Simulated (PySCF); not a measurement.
Computed NMR parameters against published values

Atom-mapped SMILES (the numbers label the heavy atoms): `[cH:1]1[cH:2][cH:3][c:4](-[c:5]2[cH:6][cH:7][cH:8][s:9]2)[cH:10][cH:11]1`. Each H is labelled by its parent atom.

PySCF 2.14 calculation with shieldings: GIAO mPW1PW91/pcSseg-2 and geometry: PBE0-D3(BJ)/def2-SVP; one computed conformer, gas phase, fast rotation and ring inversion assumed for equivalent nuclei, no relativistic terms.

Reference values: estimated from measurements, as parent shift plus tabulated substituent increment (solution, not stated per compound (mostly CDCl3 or CCl4); Pretsch, Buehlmann, Badertscher, Structure Determination of Organic Compounds, 4th ed. (2009)).
| atoms | quantity | reference | computed |
| --- | --- | --- | --- |
| H(C7) | δ 1H | 7.37 | 7.21 |
| H(C8) | δ 1H | 7.36 | 7.28 |
| H(C6) | δ 1H | 7.20 | 7.77 |

Computed shifts are σ(ref) − σ with the named reference compound (TMS for H and C) calculated as an isolated molecule at the same level.

How far are the unscaled 1H shifts from the references?

Results:

Mean signed difference +0.11 ppm, mean absolute 0.27 ppm over 3 comparisons; the largest is +0.57 ppm at H(C6) (hydrogen on an aromatic CH).

3 of the 6 published NMR values on file for this molecule are compared.
